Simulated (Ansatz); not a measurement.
Saddle point of CH₉AsSi, closed shell (CH₆Si ([CH3][SiH3]) + AsH₃ → SiAsH₅ ([SiH3][AsH2]) + CH₄; bonds formed: Si1–As7, C2–H6; bonds broken: Si1–C2, H6–As7), PBE0-D4/def2-TZVP structure:

Si1  (-1.238, -0.088, -0.093)
C2  (0.436, 1.238, 0.235)
H3  (-1.543, -0.447, -1.497)
H4  (-1.683, -0.932, 1.040)
H5  (-2.032, 1.183, 0.108)
H6  (0.441, -0.068, 0.000)
As7  (0.627, -2.099, -0.346)
H8  (0.096, 1.596, 1.205)
H9  (1.522, 1.100, 0.262)
H10  (0.182, 1.924, -0.573)
H11  (1.483, -1.906, 0.904)
H12  (1.710, -1.502, -1.244)
(Å)

Energies are electronic, without zero-point energy. Barriers and step energies count from the start structure reached by relaxing down the imaginary mode; all methods use the PBE0-D4 structures, on which another method's saddle can fall below an end. Computed with Ansatz 0.2.0 (basis: def2-TZVPP, with def2-QZVPP for the basis limit); correlated methods freeze the cores. Filled d shells of the heavier atoms are correlated. The def2 sets are not built for correlating such inner shells, so the correlated values are less sure here. B3LYP uses VWN-RPA correlation. Extrapolation: Hartree–Fock as exp(−7.88 √X), correlation as X^−2.97.

| method | barrier (kcal/mol) | step energy (kcal/mol) |
| --- | --- | --- |
| SPW92 | 51.60 | -7.94 |
| PBE-D4 | ? | -9.47 |
| BLYP-D4 | 63.18 | -8.52 |
| r2SCAN-D4 | 61.60 | -8.88 |
| B97M-V | 67.21 | -7.62 |
| PBE0-D4 | 62.14 | -9.22 |
| B3LYP-D4 | 66.75 | -8.40 |
| r2SCAN0-D4 | ? | -8.85 |
| BHLYP-D4 | ? | -8.25 |
| CAM-B3LYP-D4 | 70.63 | -7.36 |
| wB97X-V | 70.14 | -7.79 |
| wB97M-V | 68.39 | -7.56 |
| B2PLYP | 69.03 | -8.48 |
| PBE-QIDH | 66.27 | -8.89 |
| RPA on PBE | 69.83 | -7.42 |
| HF | 87.46 | -7.72 |
| MP2 | 66.96 | -8.53 |
| CCSD | 72.70 | -7.82 |
| CCSD(T) | 69.41 | -8.01 |

(1) Fill in the withheld barriers. (Judge from chemistry; the value comes from the calculation.)

The T1 diagnostic stays at or below 0.012.

## Answers

(1) Computed: PBE-D4 57.45; r2SCAN0-D4 64.63; BHLYP-D4 72.42 kcal/mol. Each is the energy of the saddle less that of the start structure, by the same method.

For comparison, the barrier by CCSD(T) at an estimated basis limit (MP2 extrapolated from triple and quadruple zeta, plus CCSD(T) − MP2 in triple zeta) is 67.49 kcal/mol.

Labels in which every atom is bracketed show which atoms are joined, not bond orders.

For scale, one of the runs: CCSD(T)/def2-TZVPP, 247 basis functions, launched by `ansatz run in.yaml --threads 4 --pin off --events-out ev --progress --plain --max-ram 9574MiB`. Hardware: 4 CPU threads of an Intel Xeon, shared host. Wall time 2.7 min; peak host memory 4.9 GiB.
